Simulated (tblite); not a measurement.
Compound: C4H4BrCl (charge +1 and doublet state).
Atom-mapped SMILES: `[CH2:1]=[C:2]([Br:3])[C:4]([CH2+:5])[Cl:6]` (hydrogens: H7, H8 on C1; H9, H10 on C5)
Bond orders are those of one Lewis drawing.

Computed with GFN2-xTB (tblite), gas phase: L-BFGS steps from a force-field or distance-geometry start until the largest atomic force falls under 0.01 eV/Å.

The end geometry, which sets the zero of energy:
```
atom  x, y, z in Å
C1     -1.3998   -0.7125    0.2810
C2     -0.7727    0.3521   -0.2555
Br3    -1.8465    1.7202   -1.0454
C4      0.6749    0.5517   -0.2940
C5      1.5614   -0.2773    0.3081
Cl6     1.2537    1.9220   -1.1401
H7     -0.8673   -1.5326    0.7344
H8     -2.4768   -0.7892    0.2688
H9      1.2603   -1.1491    0.8652
H10     2.6216   -0.0806    0.2549
```

**Question.** These geometries come from the run, each turned onto the end geometry. Order them by energy, lowest first.
A.
```
atom  x, y, z in Å
C1     -1.4218   -0.9088   -0.0311
C2     -0.7100    0.1890   -0.2290
Br3    -1.4527    1.9155    0.1466
C4      0.6988    0.1451   -0.6617
C5      1.5321   -0.0167    0.4854
Cl6     1.0643    1.4155   -1.7602
H7     -0.9833   -1.8804   -0.2475
H8     -2.4265   -0.7890    0.3198
H9      1.3522    0.6611    1.3611
H10     2.3557   -0.7266    0.5940
```
B.
```
atom  x, y, z in Å
C1     -1.4965   -0.8215   -0.0743
C2     -0.7599    0.2883   -0.1087
Br3    -1.5652    2.0118    0.1649
C4      0.6931    0.3545   -0.3692
C5      1.6192    0.0321    0.5517
Cl6     1.1174    0.9121   -1.9363
H7     -1.0498   -1.7864   -0.2608
H8     -2.5557   -0.8006    0.1279
H9      1.3317   -0.2764    1.5464
H10     2.6743    0.0908    0.3358
```
C.
```
atom  x, y, z in Å
C1     -1.4180   -0.7782    0.1351
C2     -0.7703    0.3632   -0.1455
Br3    -1.7802    1.9740   -0.4185
C4      0.6817    0.4540   -0.3363
C5      1.5967   -0.1759    0.4358
Cl6     1.1493    1.4622   -1.6398
H7     -0.9196   -1.7287    0.3113
H8     -2.4927   -0.7952    0.0459
H9      1.3039   -0.7391    1.3045
H10     2.6580   -0.0316    0.2849
```
D.
```
atom  x, y, z in Å
C1     -1.4124   -0.7265    0.2406
C2     -0.7857    0.3598   -0.2441
Br3    -1.8307    1.8077   -0.8962
C4      0.6652    0.5307   -0.3038
C5      1.5566   -0.2597    0.3394
Cl6     1.2497    1.8207   -1.2587
H7     -0.8464   -1.5510    0.6399
H8     -2.4863   -0.8339    0.2164
H9      1.2832   -1.0592    0.9987
H10     2.6155   -0.0840    0.2452
```
E.
```
atom  x, y, z in Å
C1     -1.3802   -0.8855   -0.0702
C2     -0.7490    0.2855   -0.1339
Br3    -1.5805    1.9834    0.2124
C4      0.7284    0.4766   -0.4920
C5      1.5429    0.0686    0.5223
Cl6     1.1941    1.1981   -1.9777
H7     -0.9931   -1.8869   -0.2784
H8     -2.4261   -0.9412    0.1977
H9      1.2213    0.2784    1.5764
H10     2.4510   -0.5722    0.4209
```

**Answer.** D (0.012 eV), C (0.100 eV), B (0.222 eV), E (0.831 eV), A (2.067 eV).

In the order of the answer:

```csv
step,E above end (eV),largest force (eV/Å),rms force component (eV/Å),rms distance from end (Å),rms bond change (Å),bond most changed (Å)
62,0.012,0.24,0.079,0.100,0.004,C2–Br3 -0.009
54,0.100,0.32,0.135,0.406,0.006,C2–Br3 +0.011
34,0.222,0.07,0.027,0.779,0.009,C2–C4 +0.016
8,0.831,1.17,0.441,0.859,0.032,C2–C4 +0.070
1,2.067,3.42,0.751,0.900,0.030,C4–C5 +0.072
```

Run on one thread, x86-64 server, shared host.
